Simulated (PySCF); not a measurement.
**Telling isomers of C6H8OP2 apart by NMR**

Level of theory: shielding tensors at PBE0/pcSseg-1 (GIAO), GFN2-xTB structure, in PySCF (one computed conformer, in vacuum, non-relativistic Hamiltonian, one averaged value for each set of equivalent atoms).

δ = σ(ref) − σ, references computed at the same level: ¹H, ¹³C vs TMS. Splittings of carbon signals by F and P are missing where no couplings were computed. Where no couplings were computed, multiplicities follow the n + 1 count of equivalent neighbours, and m marks all less simple cases (inequivalent or close neighbours, rings, F or P nearby). Shifts are as computed. Against solution values, carbons near 30 ppm lie about +3 ppm off and those near 130 ppm about +5 ppm. Of 1313 compounds with measured shifts, 239 miss one by over three times the rms of a fit or turn the order of signals round; such compounds aren't used in these exercises.

(1) Tabulate the signals of `COc1pcpcc1C`, `COc1cc(C)pcp1` and their relative energies.

(2) What is the quickest way to tell COc1pcpcc1C from COc1cc(C)pcp1?

## Answers

(1) 
| SMILES | carbon types | δC | δH | E rel. (kcal/mol) |
| --- | --- | --- | --- | --- |
| COc1pcpcc1C | 2×C 2×CH 2×CH3 | 201.9, 190.3, 164.0, 139.4, 60.3, 26.4 | 10.59 (m, 1H), 9.18 (m, 1H), 4.34 (s, 3H), 2.66 (s, 3H) | 0.0 |
| COc1cc(C)pcp1 | 2×C 2×CH 2×CH3 | 204.5, 193.8, 179.2, 131.6, 60.0, 28.9 | 10.65 (m, 1H), 8.09 (m, 1H), 4.26 (s, 3H), 3.01 (m, 3H) | 0.6 |

Energies are electronic energies at PBE0/pcSseg-1 on these geometries, without zero-point or thermal terms, each for the one conformer computed, which needn't be the lowest.

(2) Both give the same number of carbon signals, with the same numbers of each carbon type, so the positions decide. The first has a substituted aromatic carbon (C) at 139.4 ppm, the second an aromatic CH at 131.6 ppm. Their most deshielded carbons lie at 201.9 and 204.5 ppm.
